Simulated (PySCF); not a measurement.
# Reading the logs of faulty runs: CGeH5NSi

Calculated results; nothing here was measured. The program is PySCF 2.14.0, an open-source quantum chemistry code, run on an isolated molecule that a program drew, which may never have been made. The molecule is CGeH5NSi (charge 0, singlet), drawn as the SMILES string `[CH2]=[Ge]([NH2])[SiH]`.

Each row is a Hartree-Fock (HF) and frozen-core CCSD(T) single point in the cc-pV(D+d)Z basis, meant for a local HF minimum. Run 1 is clean. Each other run has one planted mistake out of seven kinds, and not every kind appears here: one electron removed, one electron added, multiplicity raised by two, geometry at a saddle point, minimal basis STO-3G, one bond length entered in bohr, all coordinates scaled. The reference is restricted for singlets and unrestricted otherwise, and also for a bond in bohr. Adding or removing an electron swaps singlet and doublet. Electrons count all cores. HOMO and LUMO are orbital energies over both spins, the gradient is its largest component, and the lowest frequency (negative if imaginary) is given only where the gradient is small. Bond lengths are over the 8 bonds as drawn. T1 is the CCSD diagnostic: over 0.02 (restricted) or 0.045 (unrestricted) a single reference is doubtful. Germanium has the cc-pVDZ-PP basis, with a core potential (ECP10MDF) in place of its 10 inner electrons, and its 3s, 3p and 3d shells are frozen in CCSD(T).

Geometry of the clean run:
```xyz
9
CGeH5NSi, angstrom
C    -0.3423    0.7574    0.7135
Ge    0.9960   -0.3514    0.3446
N     1.0177   -1.2594   -1.2445
Si    2.7089   -0.6712    2.0011
H    -1.1600    0.9922    0.0412
H    -0.3767    1.2291    1.6887
H     0.4230   -0.8896   -1.9658
H     1.9297   -1.4353   -1.6262
H     3.5651   -1.5554    1.1179
```

```
run,electrons,basis functions,<S^2>,HOMO (eV),LUMO (eV),gradient (hartree/bohr),lowest frequency (cm^-1),mean bond (Å),longest bond (Å),T1,HF (hartree),CCSD(T) (hartree),mistake
1,64,99,0.000,-7.71,-0.30,7.8e-06,112,1.4630,2.404,0.0215,-677.43938,-677.99776,no fault
2,64,99,0.000,-7.50,-0.42,3.2e-02,-,1.5244,2.505,0.0235,-677.42523,-677.99438,all coordinates scaled
3,64,99,0.000,-7.55,-0.28,4.4e-05,-392,1.4587,2.404,0.0228,-677.43794,-677.99512,geometry at a saddle point
4,63,99,1.287,-14.42,-5.69,5.1e-02,-,1.4630,2.404,0.0691,-677.21821,-677.72228,?
```

**Which mistake was planted in run 4, and what did it cost?**

It counts 63 electrons, one fewer than the clean run, at the same geometry and basis. So the mistake is: one electron removed. Subtracting run 1 and multiplying by 627.51 kcal/mol a hartree, the energy moved by 138.8 kcal/mol in HF and 172.9 kcal/mol in CCSD(T).

Cautions from the logs. Run 1: T1 is over the limit, so its CCSD(T) energy is less reliable; run 2: T1 is over the limit, so its CCSD(T) energy is less reliable; run 3: T1 is over the limit, so its CCSD(T) energy is less reliable; run 4: T1 is over the limit, so its CCSD(T) energy is less reliable.
